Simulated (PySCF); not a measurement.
The vertical singlet excitations below were computed for one of the candidates. Level of theory: PySCF 2.14.0, density-fitted response routines, TDDFT CAM-B3LYP/def2-SVPD, vertical, gas phase, core orbitals frozen in the response. Geometries: GFN2-xTB, one conformer each.

| state | ν̃ (cm⁻¹) | f | main configurations (H = HOMO, L = LUMO) |
| --- | --- | --- | --- |
| S1 | 47270 | 0.784 | H→L (98%) |
| S2 | 55390 | 0.0014 | H→L+1 (69%), H→L+2 (22%) |
| S3 | 56710 | 0.013 | H→L+2 (65%), H→L+3 (16%), H→L+1 (14%) |
| S4 | 59020 | 0.0008 | H-2→L (96%) |
| S5 | 59960 | 0.017 | H→L+4 (30%), H→L+3 (28%), H→L+5 (17%) |
| S6 | 60400 | 0.020 | H→L+3 (46%), H→L+4 (35%) |
| S7 | 65370 | 0.0015 | H-1→L (78%), H→L+4 (15%) |
| S8 | 67730 | 0.013 | H→L+6 (60%), H→L+5 (20%) |

Triplets computed (Tamm–Dancoff): 3.21, 5.14, 6.78 eV.

Orbital energies (eV): HOMO-3 -12.42, HOMO-2 -11.39, HOMO-1 -11.06, HOMO -8.30, LUMO -0.09, LUMO+1 1.36, LUMO+2 1.65.

Question: Which candidate is it? All have the formula C6H7F3.
A. `FC1=C[C@@H](C(F)F)CC1`
B. `C=C/C=C\CC(F)(F)F`
C. `FC(F)(F)[C@H]1C=CCC1`

Answer: B. Its S1, at 5.86 eV, is the lowest among the candidates; the nearest of the others has S1 at 7.04 eV. S1 is HOMO→LUMO (98%). Löwdin shares by element: HOMO carbon 84% or more (atoms not listed hold the other 16%); LUMO carbon 79% or more (atoms not listed hold the other 21%). At the same level the other candidates give, for their lowest levels:
- `FC1=C[C@@H](C(F)F)CC1`: 7.04 eV (f 0.012); 7.09 eV (f 0.261); 7.41 eV (f 0.002); 7.90 eV (f 0.006); 8.24 eV (f 0.021); T1 4.43 eV; HOMO -8.70, LUMO 1.21 eV
- `FC(F)(F)[C@H]1C=CCC1`: 7.14 eV (f 0.250); 7.22 eV (f 0.017); 8.04 eV (f 0.006); 8.15 eV (f 0.016); 8.50 eV (f 0.017); T1 4.39 eV; HOMO -8.91, LUMO 1.13 eV

Conformer computed: `[CH2:1]=[CH:2]/[CH:3]=[CH:4]\[CH2:5][C:6]([F:7])([F:8])[F:9]`: C1–C2–C3–C4 178°, C3–C4–C5–C6 118°, C4–C5–C6–F7 180°.
